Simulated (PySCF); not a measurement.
**Electron correlation in Fe (iron, neutral)**

Starting occupation: [Ar] 3d6 4s1 4p1, 3d3/2 with m_j = +3/2, 3d5/2 with m_j = -3/2, -1/2, +1/2, +3/2, +5/2, 4s1/2 with m_j = +1/2, 4p3/2 with m_j = +3/2. All numbers are calculated (PySCF 2.14, X2C-1e with screened-nucleus spin-orbit coupling, Gaussian nucleus, in x2c-TZVPall-2c (6s7p4d1f, 54 functions)). Frozen: [Ne]; 16 electrons correlated; the 6 highest virtual spinors left out.

MP2 pair energies summed by pair of shells (mhartree):

```tsv
pair	energy	share (%)
3d-3p	-151.97	37.9
3d-3d	-103.49	25.8
3p-3p	-64.60	16.1
3d-3s	-24.28	6.1
3p-3s	-23.43	5.8
3d-4s	-10.52	2.6
3p-4s	-6.62	1.7
3d-4p	-6.45	1.6
3s-3s	-3.22	0.8
3p-4p	-3.20	0.8
4p-4s	-2.60	0.6
3s-4s	-0.54	0.1
3s-4p	-0.21	0.1
```

Total MP2 correlation energy: -401.14 mhartree.

The GHF reference relaxed away from the jj start to a determinant that is no pure jj level (⟨S²⟩ = 12.00, ⟨J²⟩ = 42.01); the energies belong to that determinant.

This basis was not built for core-valence correlation, so the inner-shell part is incomplete.
